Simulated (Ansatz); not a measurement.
MoSeBr₄. Total charge 0; triplet. Geometry r2SCAN-D4/def2-SVP, that of the neutral singlet.

Cartesian coordinates in Å:
```
Mo 0.010 -0.024 0.014
Se 0.752 -1.837 1.046
Br 1.249 1.817 1.074
Br -1.917 0.687 1.367
Br -1.630 -0.886 -1.604
Br 1.536 0.243 -1.897
```

In the def2 sets Mo takes a core potential; there is no spin–orbit coupling. At PBE0-D4/def2-SVP a singlet of charge 0 lies 0.76 eV below the triplet at the same geometry.

(1) Estimate the α-spin orbital energies around the gap (eV) in Ansatz with PBE-D4/def2-SVP, r2SCAN-D4/def2-SVP, PBE0-D4/def2-SVP.

Results:

(1) 
```json
{"orbital": "HOMO−5", "PBE-D4/def2-SVP": "-7.68", "r2SCAN-D4/def2-SVP": "-8.14", "PBE0-D4/def2-SVP": "-9.05"}
{"orbital": "HOMO−4", "PBE-D4/def2-SVP": "-7.40", "r2SCAN-D4/def2-SVP": "-7.85", "PBE0-D4/def2-SVP": "-8.73"}
{"orbital": "HOMO−3", "PBE-D4/def2-SVP": "-7.06", "r2SCAN-D4/def2-SVP": "-7.52", "PBE0-D4/def2-SVP": "-8.45"}
{"orbital": "HOMO−2", "PBE-D4/def2-SVP": "-6.88", "r2SCAN-D4/def2-SVP": "-7.27", "PBE0-D4/def2-SVP": "-8.03"}
{"orbital": "HOMO−1", "PBE-D4/def2-SVP": "-6.88", "r2SCAN-D4/def2-SVP": "-7.27", "PBE0-D4/def2-SVP": "-8.03"}
{"orbital": "HOMO", "PBE-D4/def2-SVP": "-5.58", "r2SCAN-D4/def2-SVP": "-6.19", "PBE0-D4/def2-SVP": "-7.39"}
{"orbital": "LUMO", "PBE-D4/def2-SVP": "-4.34", "r2SCAN-D4/def2-SVP": "-4.58", "PBE0-D4/def2-SVP": "-3.91"}
{"orbital": "LUMO+1", "PBE-D4/def2-SVP": "-4.34", "r2SCAN-D4/def2-SVP": "-4.58", "PBE0-D4/def2-SVP": "-3.91"}
{"orbital": "LUMO+2", "PBE-D4/def2-SVP": "-3.39", "r2SCAN-D4/def2-SVP": "-3.56", "PBE0-D4/def2-SVP": "-2.95"}
{"orbital": "LUMO+3", "PBE-D4/def2-SVP": "-2.49", "r2SCAN-D4/def2-SVP": "-2.59", "PBE0-D4/def2-SVP": "-1.85"}
{"orbital": "LUMO+4", "PBE-D4/def2-SVP": "-0.08", "r2SCAN-D4/def2-SVP": "0.47", "PBE0-D4/def2-SVP": "0.53"}
{"orbital": "LUMO+5", "PBE-D4/def2-SVP": "1.14", "r2SCAN-D4/def2-SVP": "1.72", "PBE0-D4/def2-SVP": "1.71"}
{"orbital": "β HOMO", "PBE-D4/def2-SVP": "-6.83", "r2SCAN-D4/def2-SVP": "-7.25", "PBE0-D4/def2-SVP": "-7.96"}
{"orbital": "β LUMO", "PBE-D4/def2-SVP": "-6.53", "r2SCAN-D4/def2-SVP": "-6.83", "PBE0-D4/def2-SVP": "-6.38"}
```
